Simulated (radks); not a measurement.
The numbers below are computed, except where a source is named.
Species: Ga IV. Configuration: [Ar] 3d10.

Code: a radial shooting solver on a logarithmic mesh with Libxc functionals. Model: scalar-relativistic Kohn-Sham, PBEsol, spin-unpolarised, spherical densities, point nucleus.

Energy parts (Ry):
total: -3880.65979
kinetic: 3946.37391
electron-nucleus: -9286.42145
Hartree: 1605.83984
exchange-correlation: -146.45209

Orbitals (lengths in bohr, moments of r in powers of bohr; <r^-3> diverges for s and p1/2; r(90%) holds 90 % of the orbital's charge):
orbital  occ.  eigenvalue (Ry)  <r^-3>  r(90%)      <r>       <r^4>
1s          2        -753.7453       -  0.0869  0.04863  0.00002605
2s          2        -95.14965       -   0.337   0.2180    0.005449
2p          6        -83.17551   890.0   0.312   0.1908    0.004013
3s          2        -13.33202       -   0.978   0.6525      0.3917
3p          6         -9.72330   117.7    1.05   0.6792      0.5165
3d         10         -3.85560   11.93    1.34   0.7867       1.511

The highest occupied level is 3d at -52.458 eV. The density falls to 0.001 e/bohr^3 at r = 2.58 bohr. Summed over all electrons, <r^2> = 12.56 bohr^2, which gives a Langevin (diamagnetic) susceptibility term of -9.95 x 10^-6 cm^3/mol.
